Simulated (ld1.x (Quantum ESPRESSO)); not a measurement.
**Reading a pseudo-wave (Al)**

Columns: radius, all-electron u(r) and pseudo u(r) of the 3p shell (level -3.03 eV) of aluminium in the configuration [Ne] 3s1.5 3p1.5; PBEsol, non-relativistic, ultrasoft scheme, ld1.x (Quantum ESPRESSO) 7.5.

```json
{"r (bohr)": "0.128", "all-electron": "0.1041", "pseudo": "-0.0052"}
{"r (bohr)": "0.255", "all-electron": "0.1996", "pseudo": "-0.0203"}
{"r (bohr)": "0.382", "all-electron": "0.2192", "pseudo": "-0.0446"}
{"r (bohr)": "0.510", "all-electron": "0.1825", "pseudo": "-0.0773"}
{"r (bohr)": "0.638", "all-electron": "0.1147", "pseudo": "-0.1166"}
{"r (bohr)": "0.765", "all-electron": "0.0341", "pseudo": "-0.1604"}
{"r (bohr)": "0.893", "all-electron": "-0.0503", "pseudo": "-0.2075"}
{"r (bohr)": "1.020", "all-electron": "-0.1313", "pseudo": "-0.2553"}
{"r (bohr)": "1.148", "all-electron": "-0.2069", "pseudo": "-0.3028"}
{"r (bohr)": "1.275", "all-electron": "-0.2745", "pseudo": "-0.3478"}
{"r (bohr)": "1.402", "all-electron": "-0.3343", "pseudo": "-0.3895"}
{"r (bohr)": "1.530", "all-electron": "-0.3868", "pseudo": "-0.4273"}
{"r (bohr)": "1.658", "all-electron": "-0.4319", "pseudo": "-0.4604"}
{"r (bohr)": "1.785", "all-electron": "-0.4694", "pseudo": "-0.4884"}
{"r (bohr)": "1.912", "all-electron": "-0.4999", "pseudo": "-0.5116"}
{"r (bohr)": "2.040", "all-electron": "-0.5241", "pseudo": "-0.5305"}
{"r (bohr)": "2.168", "all-electron": "-0.5422", "pseudo": "-0.5451"}
{"r (bohr)": "2.295", "all-electron": "-0.5549", "pseudo": "-0.5558"}
{"r (bohr)": "2.422", "all-electron": "-0.5628", "pseudo": "-0.5630"}
{"r (bohr)": "2.550", "all-electron": "-0.5665", "pseudo": "-0.5665"}
{"r (bohr)": "2.678", "all-electron": "-0.5665", "pseudo": "-0.5665"}
{"r (bohr)": "2.805", "all-electron": "-0.5633", "pseudo": "-0.5633"}
{"r (bohr)": "2.932", "all-electron": "-0.5573", "pseudo": "-0.5573"}
{"r (bohr)": "3.060", "all-electron": "-0.5490", "pseudo": "-0.5490"}
{"r (bohr)": "3.188", "all-electron": "-0.5387", "pseudo": "-0.5387"}
{"r (bohr)": "3.315", "all-electron": "-0.5268", "pseudo": "-0.5268"}
```

(1) How many radial nodes do the two functions have?

(2) At about which radius was the pseudo-wave matched?

(3) Is the pseudo-wave norm-conserving?

## Answers

(1) The all-electron 3p function has n − l − 1 = 1; the pseudo-wave has 0, since the states of the same l below it are removed with the core.

(2) 2.55 bohr. The columns agree to 0.0005 from 2.42 bohr on; several derivatives are matched, so the curves merge somewhat inside the radius.

(3) No, it belongs to an ultrasoft set: the norm inside the radius is not constrained, and the difference is carried by the augmentation charge.
